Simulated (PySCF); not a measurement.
Question: What does the PBE0-D3(BJ)/def2-SVP structure of `C[N](C)[Al]([N](C)C)[N](C)C` look like in three dimensions?

Answer: 
```
atom  x, y, z in Å
C1     2.780    0.569   -0.473
N2     1.745   -0.380   -0.158
C3     2.259   -1.665    0.236
Al4   -0.001   -0.002   -0.263
N5    -1.178   -1.298   -0.634
C6    -0.857   -2.465   -1.412
C7    -2.542   -1.281   -0.177
N8    -0.570    1.673    0.002
C9     0.113    2.614    0.849
C10   -1.752    2.222   -0.610
H11    3.433    0.215   -1.297
H12    2.348    1.532   -0.789
H13    3.444    0.773    0.393
H14    2.865   -2.141   -0.563
H15    2.913   -1.595    1.130
H16    1.441   -2.359    0.484
H17   -0.993   -3.406   -0.839
H18    0.189   -2.435   -1.753
H19   -1.495   -2.550   -2.317
H20   -2.743   -0.385    0.431
H21   -3.269   -1.282   -1.015
H22   -2.781   -2.164    0.452
H23    0.456    3.512    0.294
H24    1.001    2.156    1.311
H25   -0.535    2.979    1.673
H26   -2.239    1.480   -1.261
H27   -2.502    2.549    0.139
H28   -1.522    3.108   -1.236
```

Any rigid rotation of these coordinates is as good. Atoms count from 1 in this order. N2 (nitrogen bonded to Al and 2 C) is planar (angles 123.6°, 123.3° and 113.1°, sum 360.0°, 0.00 Å off the plane of its three neighbours). All 3 Al–N bonds measure 1.789 Å. Al4 (aluminium bonded to 3 N) is planar (angles 120.1°, 120.0° and 120.0°, sum 360.0°, 0.00 Å off the plane of its three neighbours). All 6 C–N bonds measure 1.439 Å.

Bonds between heavy atoms (Å): C1–N2 1.439, N2–C3 1.439, N2–Al4 1.789, Al4–N5 1.789, N5–C6 1.439, N5–C7 1.439, Al4–N8 1.789, N8–C9 1.439, N8–C10 1.439.

Computed, not measured: PBE0-D3(BJ)/def2-SVP geometry optimisation, gas phase (PySCF).

Point group: D3 (tolerance 0.08 Å). Stationary, but not proved a minimum.

The run took 5.4 min wall on one thread, Arm Neoverse V2, on a shared host. These figures are those of the optimisation.
